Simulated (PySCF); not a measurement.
Computed IR spectrum (relative IR intensity) of a molecule CH6ClNSi. The structure is a stationary point at PBE-D3(BJ)/def2-SVP. Other conformers were not sampled. All values below come from PBE-D3(BJ)/def2-SVP run with PySCF. Frequencies are harmonic and unscaled.

ν (cm⁻¹): 183 (vw), 205 (vw), 248 (vw), 294 (w), 464 (m), 497 (vs), 618 (w), 687 (m), 808 (w), 847 (vs), 871 (m), 899 (s), 1220 (w), 1378 (vw), 1499 (m), 2193 (s), 3478 (w), 3571 (w) (against the strongest line: vs over 80 %, s over 45 %, m over 15 %, w over 4 %, vw less)

Question: Pick the molecule that these values belong to.
(A) CN[SiH2]Cl
(B) NC[SiH2]Cl
(C) C[SiH](N)Cl

Answer: C, C[SiH](N)Cl
